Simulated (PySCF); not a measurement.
Telling isomers of C₄H₄F₂O₂ apart by NMR

Method: GIAO PBE0/pcSseg-1 shieldings, GFN2-xTB geometry, in PySCF 2.14 (one averaged value for each set of equivalent atoms, single conformer, isolated molecule, non-relativistic Hamiltonian).

Chemical shifts δ = σref − σ; TMS for ¹H, ¹³C, all at this level. Splittings of carbon signals by F and P are missing where no couplings were computed. Where no couplings were computed, multiplicities follow the n + 1 count of equivalent neighbours, and m marks all less simple cases (inequivalent or close neighbours, rings, F or P nearby). Shifts are as computed. Against solution values, carbons near 30 ppm lie about +3 ppm off and those near 130 ppm about +5 ppm. Of 1211 compounds with measured shifts, 218 miss one by over three times the rms of a fit or turn the order of signals round; such compounds aren't used in these exercises.

(1) Tabulate the signals of `O=C1C[C@H](C(F)F)O1`, `O=C1OC[C@@H]1C(F)F` and their relative energies.

(2) What is the quickest way to tell O=C1C[C@H](C(F)F)O1 from O=C1OC[C@@H]1C(F)F?

## Answers

(1) 
```tsv
SMILES	carbon types	δC	δH	E rel. (kcal/mol)
O=C1C[C@H](C(F)F)O1	1×C 2×CH 1×CH2	169.4, 119.7, 70.0, 41.0	6.48 (m, 1H), 4.39 (m, 1H), 3.84 (m, 1H), 3.42 (m, 1H)	0.0
O=C1OC[C@@H]1C(F)F	1×C 2×CH 1×CH2	168.3, 118.5, 61.6, 59.3	6.52 (m, 1H), 4.75 (m, 1H), 4.36 (m, 1H), 3.93 (m, 1H)	1.4
```

Energies are electronic energies at PBE0/pcSseg-1 on these geometries, without zero-point or thermal terms, each for the one conformer computed, which needn't be the lowest.

(2) Both give the same number of carbon signals, with the same numbers of each carbon type, so the positions decide. The first has an sp3 CH2 α to a carbonyl at 41.0 ppm, the second an sp3 CH2 bonded to O at 59.3 ppm. Their most deshielded carbons lie at 169.4 and 168.3 ppm.
